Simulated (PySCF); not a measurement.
Species: C₄H₄BF₃O₂.
Numbering: `[F:1][C:2]([F:3])([F:4])[C:5]1=[O+:6][BH2-:7][O:8][CH:9]=[CH:10]1` (hydrogens: H11, H12 on B7; H13 on C9; H14 on C10)

Level: PBE0/def2-SVPD in PySCF, non-relativistic, on one gas-phase PBE0-D3(BJ)/def2-SVP geometry that isn't relaxed in the solvent. The solvent is an IEF-PCM continuum (cavity from Bondi-type radii × 1.2), and excitations are vertical TDDFT with non-equilibrium linear response and a frozen core. The model holds no explicit solvent molecules, cavitation or dispersion.

Gas-phase singlets (H = HOMO, L = LUMO):

| state | E (eV) | λ (nm) | f | leading configurations |
| --- | --- | --- | --- | --- |
| S1 | 3.189 | 389 | 0.024 | H→L 98% |
| S2 | 4.760 | 260 | 0.002 | H-2→L 99% |
| S3 | 5.805 | 214 | 0.203 | H-1→L 97% |
| S4 | 6.036 | 205 | 0.000 | H-3→L 97% |
| S5 | 6.554 | 189 | 0.027 | H→L+1 88%, H-4→L 9% |

**Question.** What are the lowest 5 singlets in acetone (ε = 20.49)?

**Answer.** 
```tsv
state	E (eV)	λ (nm)	f	leading configurations	change by rank (eV)
S1	3.467	358	0.049	H→L 98%	+0.278
S2	4.838	256	0.002	H-1→L 99%	+0.078
S3	5.923	209	0.223	H-2→L 97%	+0.118
S4	6.439	193	0.000	H-3→L 84%, H-4→L 15%	+0.403
S5	6.702	185	0.027	H→L+1 52%, H-4→L 38%	+0.148
```

**Question.** The ground-state energy changes by -0.234 eV from gas to acetone. By how much does the total energy of gas-phase S1 change?

**Answer.** E(S1) = E(S0) + excitation energy, so it changes by -0.234 + 0.278 = +0.044 eV: it isn't lowered at all, while the ground state is. This is the vertical state, with the slow part of the continuum still set for S0.

**Question.** How do the frontier levels move from gas to acetone?

**Answer.** 
```tsv
orbital	gas (eV)	solvent (eV)	change (eV)
LUMO+2	0.52	0.89	+0.37
LUMO+1	0.27	0.54	+0.27
LUMO	-3.10	-2.79	+0.31
HOMO	-7.38	-7.29	+0.09
HOMO-1	-9.61	-9.49	+0.12
HOMO-2	-9.72	-9.54	+0.18
HOMO-3	-10.53	-10.69	-0.16
```

The HOMO–LUMO gap goes from 4.28 to 4.50 eV. Rows go by rank; for HOMO-2, HOMO-1, LUMO+1 and LUMO+2 the atom shares or the degeneracy differ between the runs, so the row needn't follow one orbital.

Hardware: an Arm Neoverse N1 with one thread, on a shared host. Cost: 83 s of wall time, 1.1 GiB resident at most. This is the whole response run at PBE0/def2-SVPD in acetone, SCF included.

Shape of the structure used: `[F:1][C:2]([F:3])([F:4])[C:5]1=[O+:6][BH2-:7][O:8][CH:9]=[CH:10]1`: F1–C2–C5–O6 -2°.
